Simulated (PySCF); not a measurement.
Al: excitation energy

Al [Ne] 3s2 3p1 (2P) → Al [Ne] 3s1 3p1 4s1 (4P), as a difference of total energies. Computed with PySCF 2.14 in dyall-av3z (19s12p3d2f, 84 functions), with scalar relativity by spin-free X2C-1e. Correlated levels: valence: [Ne] frozen; virtual orbitals above 40 to 60 times the deepest correlated orbital energy dropped. The calculations carry no spin-orbit coupling.

```tsv
method	excitation energy (cm⁻¹)
UHF	51405
MP2 (valence)	58157
SCS-MP2 (valence)	60181
CCSD (valence)	60366
CCSD(T) (valence)	60605
```

The upper state lies above the first ionisation limit, but in LS coupling its spin forbids autoionisation to the ground ion. A Rydberg-like electron needs more diffuse functions than a valence basis has.

The promoted electron is Rydberg-like, and one or two diffuse shells describe it only roughly, which tends to raise the upper state.
